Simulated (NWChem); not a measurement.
System: CdHOBr; SMILES [OH][Cd][Br]

The following NWChem deck was run.

```
start job
memory heap 200 mb stack 900 mb global 1100 mb
geometry units angstroms noautosym nocenter noautoz
  Cd    -0.475114     0.522108     0.000096
  Br     0.392775    -1.717463    -0.000106
  O     -1.286420     2.312081     0.000995
  H     -0.614403     3.003676    -0.007500
end
basis spherical
  * library def2-svp
end
ecp
  Cd library def2-ecp
end
dft
  xc xcamb88 1.00 lyp 0.81 vwn_5 0.19 hfexch 1.00
  cam 0.33 cam_alpha 0.19 cam_beta 0.46
  iterations 150
  vectors input atomic output neutral.movecs
end
task dft energy
charge 1
dft
  odft
  mult 2
  vectors input atomic output cation.movecs
end
task dft energy
```

All runs use the structure optimised with PBE0/def2-SVP. Not confirmed as a minimum by frequencies. def2 effective core potentials on Cd; no spin-orbit coupling.

Ions are spin-unrestricted doublets at the neutral geometry; other ion states weren't tried.

Question: What results follow from this input? (CAM-B3LYP/def2-SVP with def2 effective core potentials on Cd, vertical spin-unrestricted ions.) Quantities: vertical ionisation energy, ΔSCF (eV); −ε(HOMO) (eV).

Answer: 
```json
{
  "vertical ionisation energy, ΔSCF (eV)": "10.41",
  "−ε(HOMO) (eV)": "9.24"
}
```
